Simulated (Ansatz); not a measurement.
`CSB(N)F` and `NB(F)Cl` differ in one atom or group.

Ansatz, PBE0-D4/def2-TZVP geometries, multiplicity 1. Each molecule was computed in one conformer, which needn't be the lowest.

```
                                        property  `CSB(N)F`
              HOMO energy (PBE0/def2-TZVPP) / eV      -6.79
            HOMO–LUMO gap (PBE0/def2-TZVPP) / eV       7.49
           HOMO–LUMO gap (B3LYP/def2-TZVPP) / eV       6.95
size of the dipole moment (B3LYP/def2-TZVPP) / D       0.92
  size of the dipole moment (PBE/def2-TZVPP) / D       0.93
             HOMO energy (B3LYP/def2-TZVPP) / eV      -6.56
```

(1) What does the change do to each property? (Best estimate.)

Results:

(1) Computed: 
```tsv
property	`NB(F)Cl`	shift
HOMO energy (PBE0/def2-TZVPP) / eV	-8.57	-1.78
HOMO–LUMO gap (PBE0/def2-TZVPP) / eV	9.27	1.78
HOMO–LUMO gap (B3LYP/def2-TZVPP) / eV	8.63	1.68
size of the dipole moment (B3LYP/def2-TZVPP) / D	2.79	1.87
size of the dipole moment (PBE/def2-TZVPP) / D	2.77	1.84
HOMO energy (B3LYP/def2-TZVPP) / eV	-8.31	-1.75
```

Dipoles are sizes alone; their direction can turn.

B3LYP here is the variant with VWN-RPA as its local correlation; programs differ in this.
